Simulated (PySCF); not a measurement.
Structure with atom numbers: `[BH2:1][C@H:2]1[SiH2:3][C:4]1=[CH2:5]`; H(Xn) means a hydrogen on atom n. Ha(Si3) is cis to B1 on the ring; Ha(C5) is cis to C2; Hb(Si3) is trans to B1 on the ring; Hb(C5) is trans to C2.

Geometry: PBE0-D3(BJ)/def2-SVP; GIAO absolute shieldings from PySCF 2.14, gas phase, non-relativistic, averaged over equivalent atoms.

At B3LYP/pcSseg-2 (285 basis functions, 39 s wall time on 1 thread of an Arm Neoverse V1, shared host):
| atoms | σ (ppm) |
| --- | --- |
| B1 | 58.8 |
| C4 | 23.0 |
| C5 | 50.8 |
| C2 | 103.2 |
| Si3 | 473.2 |
| Ha(C5) | 25.14 |
| Hb(C5) | 25.38 |
| H(B1) | 26.65 |
| H(C2) | 27.00 |
| Ha(Si3) | 27.90 |
| Hb(Si3) | 28.35 |

Estimate the result of repeating the calculation with B97-D/pcSseg-2.

Results:


| atoms | σ at B97-D/pcSseg-2 | change |
| --- | --- | --- |
| B1 | 63.1 | +4.3 |
| C4 | 29.5 | +6.5 |
| C5 | 56.2 | +5.4 |
| C2 | 105.9 | +2.7 |
| Si3 | 481.9 | +8.7 |
| Ha(C5) | 25.16 | +0.02 |
| Hb(C5) | 25.42 | +0.04 |
| H(B1) | 26.70 | +0.05 |
| H(C2) | 26.93 | -0.07 |
| Ha(Si3) | 27.91 | +0.01 |
| Hb(Si3) | 28.36 | +0.01 |

The largest change is at Si3 (silicon bonded to 2 C, 2 H, in a 3-membered ring). Cost: 285 basis functions, 52 s wall time on 1 thread of an Arm Neoverse V1, shared host. The order of the carbon signals is the same at both levels.

A carbon bonded to boron is broadened by the quadrupolar boron nucleus and is often missing from a measured spectrum.
